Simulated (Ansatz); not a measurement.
Cartesian coordinates in Å:
```
N -0.0391 1.5465 -1.5877
Si -0.5665 -0.0943 -1.3671
Si 0.2856 -0.6477 0.7413
N -0.5866 0.2895 1.8774
O 1.8766 -0.2160 0.7797
O 0.2460 -2.2441 1.1317
H -0.1121 1.9697 -2.5004
H -0.3082 2.2110 -0.8770
H 0.0511 -0.8958 -2.4612
H -2.0458 -0.3117 -1.4730
H -1.5916 0.2106 1.9096
H -0.2110 0.3994 2.8086
H 2.0880 0.5836 0.2918
H 0.9136 -2.8007 0.7261
```

Charge 0, multiplicity 1.

(1) List the PBE0/def2-TZVPP orbital energies in eV (Ansatz). (An estimate is asked.)

Results:

(1) Computed: Occupied: -1803.09, -1802.29, -522.43, -522.41, -390.84, -390.74, -145.23, -144.60, -99.93, -99.90, -99.88, -99.27, -99.26, -99.24, -28.19, -27.58, -23.75, -23.67, -15.86, -14.80, -14.28, -13.76, -13.58, -12.67, -11.20, -11.05, -10.32, -9.60, -9.58, -9.29, -7.96, -7.77, -7.11. Lowest empty: 0.07, 0.74, 0.86, 1.74, 2.03, 2.19, 2.39, 2.55.
